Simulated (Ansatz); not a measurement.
Ansatz results at the PBE0-D4/def2-TZVP geometry: HOMO energy (B3LYP/def2-TZVPP) -7.66 eV; LUMO energy (PBE/def2-TZVPP) -0.87 eV; LUMO energy (B3LYP/def2-TZVPP) -0.28 eV.

Each molecule was computed in one conformer, which needn't be the lowest.

(1) Which molecule gave them?
A. `COB[SiH3]`
B. `F[SiH]1C=C1`
C. `N[SiH](Cl)[GeH3]`
D. `NC1(F)C=C1`

Results:

(1) C. The others give `COB[SiH3]`: -7.56, -1.94, -1.18; `F[SiH]1C=C1`: -7.55, -1.63, -0.77; `NC1(F)C=C1`: -7.30, -1.29, -0.47.

B3LYP here is the variant with VWN-RPA as its local correlation; programs differ in this.
